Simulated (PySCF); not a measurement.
A structure optimised at PBE0-D3(BJ)/def2-SVP, used in a PySCF frequency run:

```xyz
9

O     -0.6229     1.3656    -1.4530
Sn    -0.2069     0.0263    -0.0730
O     -1.5224     0.4559     1.3345
O     -0.4575    -1.7481    -0.8927
S      2.0334    -0.0650     0.7596
H     -1.1555     2.0802    -1.0808
H     -1.3240     0.0058     2.1646
H     -1.1090    -1.7118    -1.6046
H      2.2208    -1.2359     0.1076
```
Charge 0, spin multiplicity 1.

Q: Write its SMILES and formula.

A: [OH][Sn]([OH])([OH])[SH], H4O3SSn

Q: What are its rotational constants (standard atomic weights)?

A: 2.8753, 1.7367, 1.6413 GHz
